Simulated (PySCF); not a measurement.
Si(Cl)(H)2(NHMe) (CH6ClNSi), SMILES CN[SiH2]Cl. Atoms are numbered in the order given.

```xyz
10

Si     0.3780    -0.7609     0.1283
Cl     1.4666     1.0092    -0.1776
N     -1.2705    -0.5153     0.5384
C     -2.2766     0.0036    -0.3748
H      0.4460    -1.5012    -1.1560
H      1.0229    -1.4767     1.2564
H     -1.4794    -0.3376     1.5172
H     -2.3308     1.1087    -0.3914
H     -2.0513    -0.3278    -1.4012
H     -3.2782    -0.3830    -0.1221
```

Geometry optimised at B3LYP-D3(BJ)/def2-SVP. Other conformers were not sampled.

These are SMD-PBE0/def2-SVP (PySCF) values and carry that method's errors.

Solvation free energies are E(SMD) − E(gas) at the gas-phase geometry, for 1 M in both phases. In vacuum the dipole moment is 2.27 D.

```tsv
solvent	ΔG(solv) (kcal/mol)	its non-electrostatic (CDS) part	dipole (D)
water	-0.7	2.9	2.78
ethanol	-4.2	-0.7	2.76
1-octanol	-3.6	-0.5	2.72
```
